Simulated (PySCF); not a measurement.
Breaking a bond: H2 (cation, charge +1), doublet.

Computed with PySCF with CCSD(T) on UHF/6-31G.

Question: Relative to R = 1.05 Å, what are the energies at R = 0.88, 1.13, 1.64, 1.81 Å?

Answer: 14.9 kJ/mol at 0.88 Å, 2.7 kJ/mol at 1.13 Å, 61.2 kJ/mol at 1.64 Å, 84.1 kJ/mol at 1.81 Å.
